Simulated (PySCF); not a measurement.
BrGaH₃N, SMILES [NH2][GaH][Br].

Geometry optimised at B3LYP-D3(BJ)/def2-SVP. The structure was generated by enumeration; whether it is a known compound was not checked. One conformer was computed; it need not be the lowest.

Method: PySCF with B3LYP-D3(BJ)/def2-SVP.

Frequencies are harmonic and unscaled.

Computed harmonic wavenumbers and intensities:
```tsv
mode	ν (cm⁻¹)	IR (km/mol)	moving atoms (share of kinetic energy)
1	142	1.7	N 47 %, H 22 %, Ga 19 %, Br 12 %
2	258	208.3	H 76 %, N 22 %
3	294	27.9	Ga 50 %, Br 48 %
4	366	0.8	H 95 %
5	507	1.4	H 98 %
6	565	59.2	H 97 %
7	719	95.8	N 57 %, H 28 %, Ga 15 %
8	746	78.7	H 66 %, N 29 %
9	1508	25.9	H 89 %, N 11 %
10	2024	112.3	H 99 %
11	3576	33.8	H 96 %
12	3683	35.6	H 91 %, N 9 %
```
